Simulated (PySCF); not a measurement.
# Worked example: oscillator strength and radiative lifetime

C2H11NSi3, SMILES CC[Si@H]1N[SiH2][SiH2]1.

Coordinates come from a PBE0-D3(BJ)/def2-SVP optimisation. The structure was generated by enumeration; whether it is a known compound was not checked. The values are those of a single conformer.

TDA-PBE0/def2-SVPD in PySCF puts the first singlet state with f over 0.02 at 5.60 eV (vertical), with the transition dipole (-0.767, -0.080, -0.232) in atomic units.

Q: Find the oscillator strength, the wavelength and the radiative lifetime that this transition would have in vacuum if emission retraced absorption.

A: 
|μ|² = 0.6485 au, so |μ| = 2.05 D. ΔE = 5.60/27.211 = 0.2058 hartree. f = (2/3) ΔE |μ|² = 0.089 (the program prints 0.089).
λ = 1239.84/5.60 = 221 nm; ν = 45167 cm⁻¹.
Einstein's coefficient A = 0.6670 ν² f s⁻¹ (ν in cm⁻¹) = 1.2e8 s⁻¹, so τ = 1/A = 8.3 ns. This state is S2; the lower singlet has f = 0.014. The figure is the radiative limit of this one transition; relaxation, internal conversion, crossing to triplets and a medium change what is measured.
